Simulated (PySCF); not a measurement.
# Reading the logs of faulty runs: AlBCClH2 cation

These are calculations, not measurements. They come from PySCF 2.14.0, an open-source quantum chemistry program, on an isolated molecule that a program drew, which may never have been made. The molecule is AlBCClH2 cation (charge +1, singlet), drawn as the SMILES string `[AlH+][CH]=BCl`.

Each row is a Hartree-Fock (HF) and frozen-core CCSD(T) single point in the cc-pV(D+d)Z basis, meant for a local HF minimum. Run 1 is clean. Each other run has one planted mistake out of seven kinds, and not every kind appears here: one electron removed, one electron added, multiplicity raised by two, geometry at a saddle point, minimal basis STO-3G, one bond length entered in bohr, all coordinates scaled. The reference is restricted for singlets and unrestricted otherwise, and also for a bond in bohr. Adding or removing an electron swaps singlet and doublet. Electrons count all cores. HOMO and LUMO are orbital energies over both spins, the gradient is its largest component, and the lowest frequency (negative if imaginary) is given only where the gradient is small. Bond lengths are over the 5 bonds as drawn. T1 is the CCSD diagnostic: over 0.02 (restricted) or 0.045 (unrestricted) a single reference is doubtful.

Geometry of the clean run:
```xyz
6
AlBCClH2 cation, angstrom
Al   -0.1622   -0.7373   -3.3489
C     0.3750   -1.4584   -1.7577
B     0.1643   -0.9489   -0.4664
Cl   -0.0979   -0.3252    1.0484
H    -0.6054   -0.1474   -4.7038
H     0.9273   -2.4002   -1.8137
```

| run | electrons | basis functions | <S^2> | HOMO (eV) | LUMO (eV) | gradient (hartree/bohr) | lowest frequency (cm^-1) | mean bond (Å) | longest bond (Å) | T1 | HF (hartree) | CCSD(T) (hartree) | mistake |
|---|---|---|---|---|---|---|---|---|---|---|---|---|---|
| 1 | 42 | 84 | 0.000 | -14.49 | -3.99 | 4.1e-05 | 103 | 1.5054 | 1.828 | 0.0152 | -764.89128 | -765.32626 | no fault |
| 2 | 43 | 84 | 0.777 | -5.05 | 1.41 | 4.0e-02 | - | 1.5054 | 1.828 | 0.0241 | -765.05662 | -765.50669 | one electron added |
| 3 | 41 | 84 | 0.757 | -23.26 | -11.88 | 1.1e-01 | - | 1.5054 | 1.828 | 0.0222 | -764.41367 | -764.80983 | one electron removed |
| 4 | 42 | 84 | 0.995 | -15.12 | -4.35 | 7.0e-03 | - | 1.8006 | 3.135 | 0.0255 | -764.73766 | -765.13387 | one bond length entered in bohr |
| 5 | 42 | 84 | 0.000 | -14.13 | -4.14 | 4.8e-02 | - | 1.5897 | 1.930 | 0.0171 | -764.87280 | -765.31442 | all coordinates scaled |
| 6 | 42 | 30 | 0.000 | -12.65 | 0.48 | 8.9e-02 | - | 1.5054 | 1.828 | 0.0158 | -756.34534 | -756.51752 | ? |

**Which mistake was planted in run 6, and what did it cost?**

It has 30 basis functions where the clean run has 84, with the same electrons and geometry. So the mistake is: minimal basis STO-3G. Subtracting run 1 and multiplying by 627.51 kcal/mol a hartree, the energy moved by 5362.7 kcal/mol in HF and 5527.6 kcal/mol in CCSD(T).

